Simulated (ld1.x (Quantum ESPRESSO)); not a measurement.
# Building the TM potential for Sc (LDA (PZ), scalar-relativistic).

Input for ld1.x (Quantum ESPRESSO) 7.5:

```
&input
   title='Sc', zed=21., rel=1, dft='PZ', iswitch=3,
   config='[Ar] 3d1 4s2 4p0 4f-2',
   nld=4, rlderiv=2.95, eminld=-2.0, emaxld=5.0, deld=0.02
 /
 &inputp
   pseudotype=2, tm=.true., lloc=-1, rcloc=1.20,
   nlcc=.true., new_core_ps=.true.,
   file_pseudopw='Sc.UPF', file_wfcaegen='ae.wfc', file_wfcncgen='nc.wfc', file_beta='beta', file_chi='chi'
 /
4
4S  1  0   2.00   0.00  2.10  2.10  0.0
4P  2  1   0.00   0.00  2.70  2.70  0.0
3D  3  2   1.00   0.00  1.25  1.25  0.0
4F  4  3  -2.00   0.40  2.10  2.10  0.0
 &test
   configts(1)='3d1 4s2 4p0'
 /
```

Command:

```bash
ld1.x < Sc.in > Sc.out
```

Output (shortened: banner, matrices, multipoles, cross overlaps and the repeated all-electron block are left out):

```
Program LD1 v.7.5
     --------------------------- All-electron run ----------------------------

     Sc
     scalar relativistic calculation

     atomic number is 21.00
     dft =PZ   lsd =0 sic =0 latt =0  beta=0.20 tr2=1.0E-14
     Exchange-correlation= PZ
                           (   1   1   0   0   0   0   0)
     mesh =1173 r(mesh) = 100.03074 a.u. xmin = -7.00 dx = 0.01250
     1 Ry =  13.60569312 eV, c = 137.03599908

     n l     nl                  e(Ry)          e(Ha)          e(eV)
     1 0     1S 1( 2.00)      -322.3041      -161.1520     -4385.1703
     2 0     2S 1( 2.00)       -34.7621       -17.3810      -472.9618
     2 1     2P 1( 6.00)       -28.5200       -14.2600      -388.0341
     3 0     3S 1( 2.00)        -4.0209        -2.0104       -54.7066
     3 1     3P 1( 6.00)        -2.4667        -1.2333       -33.5610
     3 2     3D 1( 1.00)        -0.2517        -0.1259        -3.4250
     4 0     4S 1( 2.00)        -0.3159        -0.1580        -4.2982
     4 1     4P 1( 0.00)        -0.1120        -0.0560        -1.5235

     final scf error:  8.8E-15 reached in  33 iterations

     Etot =   -1524.634206 Ry,    -762.317103 Ha,  -20743.705129 eV

     Ekin =    1535.302867 Ry,     767.651434 Ha,   20888.859664 eV
     Encl =   -3625.374837 Ry,   -1812.687419 Ha,  -49325.737489 eV
     Eh   =     639.619522 Ry,     319.809761 Ha,    8702.466930 eV
     Exc  =     -74.181758 Ry,     -37.090879 Ha,   -1009.294234 eV

     normalization and overlap integrals

     s(1S/1S) =  1.000000  <r> =   0.0732  <r2> =    0.0072  r(max) =   0.0476
     s(2S/2S) =  1.000000  <r> =   0.3446  <r2> =    0.1405  r(max) =   0.2845
     s(2P/2P) =  1.000000  <r> =   0.3082  <r2> =    0.1174  r(max) =   0.2329
     s(3S/3S) =  1.000000  <r> =   1.0771  <r2> =    1.3405  r(max) =   0.9213
     s(3P/3P) =  1.000000  <r> =   1.1707  <r2> =    1.6194  r(max) =   0.9685
     s(3D/3D) =  1.000000  <r> =   1.8564  <r2> =    4.7308  r(max) =   1.0974
     s(4S/4S) =  1.000000  <r> =   3.6848  <r2> =   15.6367  r(max) =   3.0587
     s(4P/4P) =  1.000000  <r> =   4.9911  <r2> =   29.1306  r(max) =   4.0268

     ------------------------ End of All-electron run ------------------------

     --------------------- Generating NC pseudopotential ---------------------

      Generating local potential from pseudized AE potential:
      Matching radius rcloc =   1.2000

      Local pseudo, rcloc= 1.198 Estimated cut-off energy=    17.04 Ry

      Computing core charge for nlcc:

       r > 2.00 : true rho core
      Core charge pseudized with two Bessel functions
      Integrated core pseudo-charge :   6.52

      Wfc   4S  rcut= 2.076  Using Troullier-Martins method

      Wfc   4P  rcut= 2.733  Using Troullier-Martins method

      Wfc   3D  rcut= 1.259  Using Troullier-Martins method

      Wfc   4F  rcut= 2.076  Using Troullier-Martins method

     ------------------- End of pseudopotential generation -------------------

     Computing logarithmic derivative in   2.96461
     Computing logarithmic derivative in   2.96461
     Computing the partial wave expansion
     R is outside the sphere for l=    0 j= 0.00
     R is outside the sphere for l=    1 j= 0.00
     R is outside the sphere for l=    2 j= 0.00
     R is outside the sphere for l=    3 j= 0.00

     ---------------------- Testing the pseudopotential ----------------------

     Sc
     scalar relativistic calculation

     atomic number is 21.00   valence charge is  3.00
     dft =PZ   lsd =0 sic =0 latt =0  beta=0.20 tr2=1.0E-14
     mesh =1173 r(mesh) = 100.03074 xmin = -7.00 dx = 0.01250

     n l     nl             e AE (Ry)        e PS (Ry)    De AE-PS (Ry)
     3 2     3D   1( 1.00)       -0.25173       -0.25172       -0.00002
     1 0     4S   1( 2.00)       -0.31591       -0.31591       -0.00000
     2 1     4P   1( 0.00)       -0.11197       -0.11197       -0.00000

     eps = 1.2E-16  iter =  4

     Etot =   -1524.634206 Ry,    -762.317103 Ha,  -20743.705129 eV
     Etotps =   -10.479784 Ry,      -5.239892 Ha,    -142.584724 eV

     Ekin =       5.945783 Ry,       2.972892 Ha,      80.896502 eV
     Encl =     -10.177100 Ry,      -5.088550 Ha,    -138.466504 eV
     Ehrt =       2.681019 Ry,       1.340510 Ha,      36.477124 eV
     Ecxc =      -8.942844 Ry,      -4.471422 Ha,    -121.673595 eV
     (Ecc =      -7.097564 Ry,      -3.548782 Ha,     -96.567272 eV)
     Epseu=       0.013358 Ry,       0.006679 Ha,       0.181749 eV

     ---------------------- End of pseudopotential test ----------------------
```

Note: ghost states, extra bound levels that the all-electron valence spectrum of the same l lacks: s at -68.6 eV, p at -18.6 eV. A true bound ghost makes a file unfit for plane-wave use.

Generation and configuration tests took about 4.3 s on one core of a shared server CPU.

Transferability test of the new file with ld1.x, input:

```
&input
   title='Sc', zed=21., rel=1, dft='PZ', iswitch=2,
   config='[Ar] 3d1 4s2 4p0 4f-2'
 /
 &test
   file_pseudo='Sc.UPF', nconf=10,
   configts(1)='3d1 4s2 4p0',
   configts(2)='3d1 4s1 4p0',
   configts(3)='3d1 4s0 4p0',
   configts(4)='3d1 4s1.5 4p0',
   configts(5)='3d1 4s0 4p1',
   configts(6)='3d2 4s1 4p0',
   configts(7)='3d2 4s0 4p0',
   configts(8)='3d1.5 4s1.5 4p0',
   configts(9)='3d1 4s2 4p0', lsdts(9)=1,
   configts(10)='3d1 4s1 4p0', lsdts(10)=1
 /
```

```bash
ld1.x < Sc.test.in > Sc.test.out
```

Pseudopotential blocks of its output, shortened (energy terms left out; the distinct warnings before each block abridged to one line each):

```
     ---------------------- Testing the pseudopotential ----------------------

     n l     nl             e AE (Ry)        e PS (Ry)    De AE-PS (Ry)
     3 2     3D   1( 1.00)       -0.25173       -0.25172       -0.00002
     1 0     4S   1( 2.00)       -0.31591       -0.31591       -0.00000
     2 1     4P   1( 0.00)       -0.11197       -0.11197       -0.00000

     eps = 3.0E-16  iter =  4

     Etot =   -1524.634206 Ry,    -762.317103 Ha,  -20743.705129 eV
     Etotps =   -10.479784 Ry,      -5.239892 Ha,    -142.584725 eV

     ---------------------- End of pseudopotential test ----------------------

          ---------------------- Testing the pseudopotential ----------------------

     n l     nl             e AE (Ry)        e PS (Ry)    De AE-PS (Ry)
     3 2     3D   1( 1.00)       -0.75178       -0.75203        0.00025
     1 0     4S   1( 1.00)       -0.73201       -0.73236        0.00035
     2 1     4P   1( 0.00)       -0.47594       -0.47601        0.00007

     eps = 7.4E-15  iter =  5

     Etot =   -1524.114782 Ry,    -762.057391 Ha,  -20736.638005 eV
     Etotps =    -9.960261 Ry,      -4.980130 Ha,    -135.516252 eV
     dEtot_ae =       0.519424 Ry
     dEtot_ps =       0.519523 Ry,   Delta E=      -0.000099 Ry

     ---------------------- End of pseudopotential test ----------------------

          Warning: n=2, l=1 expected 0 nodes, found 1
     ---------------------- Testing the pseudopotential ----------------------

     n l     nl             e AE (Ry)        e PS (Ry)    De AE-PS (Ry)
     3 2     3D   1( 1.00)       -1.33233       -1.34259        0.01026  !
     1 0     4S   1( 0.00)       -1.16448       -1.17120        0.00672  !
     2 1     4P   1( 0.00)       -0.85389       -1.02395        0.17006  !

     eps = 4.5E-15  iter =  5

     Etot =   -1523.162165 Ry,    -761.581083 Ha,  -20723.676996 eV
     Etotps =    -9.005358 Ry,      -4.502679 Ha,    -122.524137 eV
     dEtot_ae =       1.472041 Ry
     dEtot_ps =       1.474426 Ry,   Delta E=      -0.002385 Ry

     ---------------------- End of pseudopotential test ----------------------

          ---------------------- Testing the pseudopotential ----------------------

     n l     nl             e AE (Ry)        e PS (Ry)    De AE-PS (Ry)
     3 2     3D   1( 1.00)       -0.48961       -0.48921       -0.00040
     1 0     4S   1( 1.50)       -0.51720       -0.51721        0.00001
     2 1     4P   1( 0.00)       -0.28627       -0.28628        0.00001

     eps = 2.9E-18  iter =  7

     Etot =   -1524.426614 Ry,    -762.213307 Ha,  -20740.880703 eV
     Etotps =   -10.272176 Ry,      -5.136088 Ha,    -139.760080 eV
     dEtot_ae =       0.207591 Ry
     dEtot_ps =       0.207608 Ry,   Delta E=      -0.000016 Ry

     ---------------------- End of pseudopotential test ----------------------

          ---------------------- Testing the pseudopotential ----------------------

     n l     nl             e AE (Ry)        e PS (Ry)    De AE-PS (Ry)
     3 2     3D   1( 1.00)       -0.82814       -0.83893        0.01079  !
     1 0     4S   1( 0.00)       -0.77797       -0.78002        0.00204
     2 1     4P   1( 1.00)       -0.51853       -0.51893        0.00040

     eps = 5.0E-15  iter = 10

     Etot =   -1523.857326 Ry,    -761.928663 Ha,  -20733.135136 eV
     Etotps =    -9.701884 Ry,      -4.850942 Ha,    -132.000855 eV
     dEtot_ae =       0.776880 Ry
     dEtot_ps =       0.777900 Ry,   Delta E=      -0.001020 Ry

     ---------------------- End of pseudopotential test ----------------------

          ---------------------- Testing the pseudopotential ----------------------

     n l     nl             e AE (Ry)        e PS (Ry)    De AE-PS (Ry)
     3 2     3D   1( 2.00)       -0.11073       -0.10587       -0.00486
     1 0     4S   1( 1.00)       -0.27074       -0.27577        0.00504  !
     2 1     4P   1( 0.00)       -0.09131       -0.09606        0.00474

     eps = 9.1E-15  iter = 12

     Etot =   -1524.515016 Ry,    -762.257508 Ha,  -20742.083469 eV
     Etotps =   -10.353364 Ry,      -5.176682 Ha,    -140.864693 eV
     dEtot_ae =       0.119190 Ry
     dEtot_ps =       0.126420 Ry,   Delta E=      -0.007230 Ry

     ---------------------- End of pseudopotential test ----------------------

          ---------------------- Testing the pseudopotential ----------------------

     n l     nl             e AE (Ry)        e PS (Ry)    De AE-PS (Ry)
     3 2     3D   1( 2.00)       -0.52760       -0.51347       -0.01412  !
     1 0     4S   1( 0.00)       -0.63116       -0.63595        0.00480
     2 1     4P   1( 0.00)       -0.39886       -0.40724        0.00837  !

     eps = 8.2E-15  iter = 10

     Etot =   -1524.066829 Ry,    -762.033414 Ha,  -20735.985571 eV
     Etotps =    -9.900319 Ry,      -4.950159 Ha,    -134.700700 eV
     dEtot_ae =       0.567377 Ry
     dEtot_ps =       0.579465 Ry,   Delta E=      -0.012088 Ry

     ---------------------- End of pseudopotential test ----------------------

          ---------------------- Testing the pseudopotential ----------------------

     n l     nl             e AE (Ry)        e PS (Ry)    De AE-PS (Ry)
     3 2     3D   1( 1.50)       -0.16554       -0.15896       -0.00658  !
     1 0     4S   1( 1.50)       -0.28843       -0.29009        0.00166
     2 1     4P   1( 0.00)       -0.09840       -0.10054        0.00214

     eps = 5.1E-15  iter = 16

     Etot =   -1524.586501 Ry,    -762.293251 Ha,  -20743.056075 eV
     Etotps =   -10.429580 Ry,      -5.214790 Ha,    -141.901668 eV
     dEtot_ae =       0.047705 Ry
     dEtot_ps =       0.050204 Ry,   Delta E=      -0.002499 Ry

     ---------------------- End of pseudopotential test ----------------------

          ---------------------- Testing the pseudopotential ----------------------

     n l     nl             e AE (Ry)        e PS (Ry)    De AE-PS (Ry)
     3 2     3D   1( 1.00)       -0.27019       -0.27237        0.00218
     1 0     4S   1( 1.00)       -0.32412       -0.32411       -0.00001
     2 1     4P   1( 0.00)       -0.11604       -0.11604        0.00000
     3 2     3D   2( 0.00)       -0.22586       -0.21980       -0.00607  !
     1 0     4S   2( 1.00)       -0.30541       -0.30491       -0.00050
     2 1     4P   2( 0.00)       -0.10696       -0.10689       -0.00008

     eps = 1.2E-15  iter =  7

     Etot =   -1524.645300 Ry,    -762.322650 Ha,  -20743.856070 eV
     Etotps =   -10.492969 Ry,      -5.246485 Ha,    -142.764121 eV
     dEtot_ae =      -0.011094 Ry
     dEtot_ps =      -0.013185 Ry,   Delta E=       0.002091 Ry

     ---------------------- End of pseudopotential test ----------------------

          ---------------------- Testing the pseudopotential ----------------------

     n l     nl             e AE (Ry)        e PS (Ry)    De AE-PS (Ry)
     3 2     3D   1( 1.00)       -0.78103       -0.78529        0.00426
     1 0     4S   1( 1.00)       -0.76422       -0.76429        0.00007
     2 1     4P   1( 0.00)       -0.50115       -0.50099       -0.00016
     3 2     3D   2( 0.00)       -0.70343       -0.69730       -0.00613  !
     1 0     4S   2( 0.00)       -0.66262       -0.66364        0.00103
     2 1     4P   2( 0.00)       -0.41548       -0.41620        0.00072

     eps = 6.3E-17  iter =  7

     Etot =   -1524.155011 Ry,    -762.077505 Ha,  -20737.185346 eV
     Etotps =   -10.003073 Ry,      -5.001537 Ha,    -136.098746 eV
     dEtot_ae =       0.479195 Ry
     dEtot_ps =       0.476711 Ry,   Delta E=       0.002485 Ry

     ---------------------- End of pseudopotential test ----------------------
```
